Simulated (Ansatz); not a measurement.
Cost and result for the atomization energy of C4H11Cl2GaSi (`C[Si](C)(C)[CH2][Ga]([Cl])[Cl]`) (19 atoms, 18 bonds).

Cartesian coordinates in Å:
```
C 1.548 -1.244 -1.193
Si 0.386 -0.298 -0.072
C 1.116 1.382 0.334
C 0.071 -1.254 1.504
C -1.260 -0.042 -0.962
Ga -2.323 1.318 -0.090
Cl -2.478 3.329 -0.808
Cl -3.363 0.988 1.755
H 2.506 -1.425 -0.697
H 1.125 -2.213 -1.470
H 1.748 -0.689 -2.114
H 0.508 1.928 1.063
H 1.206 2.008 -0.558
H 2.114 1.276 0.768
H 0.998 -1.390 2.067
H -0.337 -2.245 1.288
H -0.642 -0.736 2.152
H -1.094 0.284 -1.993
H -1.827 -0.977 -0.974
```

Charge 0, multiplicity 1. Correlated methods include outer-core shells of Ga, which these sets cover unevenly. Scalar relativity is left out up to krypton. The geometry is a stationary point of PBE0-D4/def2-TZVP. It is one conformer, not always the lowest. Program: Ansatz. All runs use 4 threads of an AMD EPYC 7R13 on a shared host and a share of an NVIDIA H100 80 GB. Times are those of one run each, without the atoms' runs, and a repeat can differ threefold. Electronic energies, without spin–orbit coupling; frozen cores. CCSD(T)/CBS adds CCSD(T) − MP2 in def2-TZVPP to the MP2 limit, and its time is that of the two runs behind it. T1 = 0.011. With those shells the extrapolation isn't a true limit. HSE06 is the plane-wave form, built on full-range PBE exchange.

CCSD(T)/CBS is a level of theory with its own doubt, some kJ/mol a heavy atom from the limit and from the frozen cores, so smaller differences don't rank the functionals.

| level | functions | wall time | atomization (kJ/mol) | difference from CCSD(T)/CBS | per bond |
| --- | --- | --- | --- | --- | --- |
| CCSD(T)/def2-SVP | 197 | 3 s | 6683.2 | -351.7 | -19.5 |
| ωB97X-V/def2-TZVPP | 452 | 3.5 s | 7047.8 | 12.9 | 0.7 |
| HSE06-D4/def2-TZVPP | 452 | 3.6 s | 7057.7 | 22.8 | 1.3 |
| PBE-QIDH/def2-TZVPP | 452 | 3.6 s | 7032.9 | -2.0 | -0.1 |
| PBE0-D4/def2-TZVPP | 452 | 3.7 s | 7054.0 | 19.1 | 1.1 |
| B2PLYP/def2-TZVPP | 452 | 3.8 s | 6927.7 | -107.2 | -6.0 |
| B97M-V/def2-TZVPP | 452 | 4.1 s | 7060.1 | 25.2 | 1.4 |
| PBE-D4/def2-TZVPP (with forces) | 452 | 4.7 s | 7101.2 | 66.3 | 3.7 |
| ωB97M-V/def2-TZVPP (with forces) | 452 | 4.8 s | 7042.2 | 7.3 | 0.4 |
| r2SCAN-D4/def2-TZVPP (with forces) | 452 | 5.5 s | 7062.6 | 27.7 | 1.5 |
| MP2/def2-QZVPP | 857 | 12 s | 7063.1 | 28.2 | 1.6 |
| CCSD(T)/def2-TZVPP | 452 | 33 s | 6884.3 | -150.6 | -8.4 |
| CCSD(T)/CBS(def2) | – | 45 s | 7034.9 | 0.0 | 0.0 |

From PBE to PBE0 (25 % exact exchange), in def2-TZVPP and without D4, the atomization energy moves by −39.8 kJ/mol: exact exchange takes away binding that semilocal exchange gives to molecules. Leaving LDA and LC-ωPBE aside and taking each functional with its dispersion term where it has one, the values, not all of them listed here, spread over 217.5 kJ/mol, from BHLYP-D4 to PBE-D4. LDA lies +852.3 kJ/mol from PBE without D4, its usual overbinding. The D4 term adds +93.8 kJ/mol with B3LYP and +51.4 kJ/mol with PBE0; it sums over pairs of atoms, weighted by their polarisabilities, and B3LYP, whose exchange is more repulsive, gets the larger term.

B3LYP here is the variant with VWN-RPA as its local correlation; programs differ in this.
